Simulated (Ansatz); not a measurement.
Input file for Ansatz (a program for electronic structure): R-wB97X-V/def2-TZVPPD on H2 (SMILES [H][H]) with ghost functions. Files ending in .json are basis or fitting sets from the Basis Set Exchange.

Ansatz 0.2 input:
```yaml
crystal:
  periodic: [false, false, false]
  atoms:
    - {symbol: H, position_ang: [0.01501223, 0.41293252, -0.44022360]}
    - {symbol: H, position_ang: [-0.07755115, -0.19628376, -0.01959170]}
basis:
  gaussian:
    orbitals: def2-TZVPPD.json
    ghost_atoms:
      - {symbol: O, position_ang: [-0.13700700, -1.17556318, 2.71083942]}
      - {symbol: C, position_ang: [0.07182586, -0.16921500, 3.32596971]}
      - {symbol: O, position_ang: [0.26794390, 1.04274133, 2.78356638]}
      - {symbol: H, position_ang: [0.13181194, -0.09965087, 4.41960358]}
      - {symbol: H, position_ang: [0.20915333, 0.94882520, 1.81736999]}
hamiltonian:
  xc: {name: wB97X-V}
scf: {lower_state_search: off}
```

The head of its log:

```
WARN ansatz: RAYON_NUM_THREADS=1 ignored (pool sized by the plan → 1); use --threads N
Functional definition: wB97X-V
these checks for a lower state are left out or cut short: stability, starts, cluster_reference, orbital_swaps, neighbouring_geometries, increment
integrals: 0.08 GiB planned
742 factors; their error is unknown
integrals: 0.12 GiB planned
252 factors; integrals over basis functions are off by at most 3.9e-5 eV
mean field: 0.79 GiB planned
mean field evaluation 1: about -31.8955 eV, gradient 2.2e0 eV
mean field evaluation 2: about -31.9096 eV, gradient 3.9e-1 eV
```

Problem. What total energy does the run end on?

Solution. -1.1726 hartree.
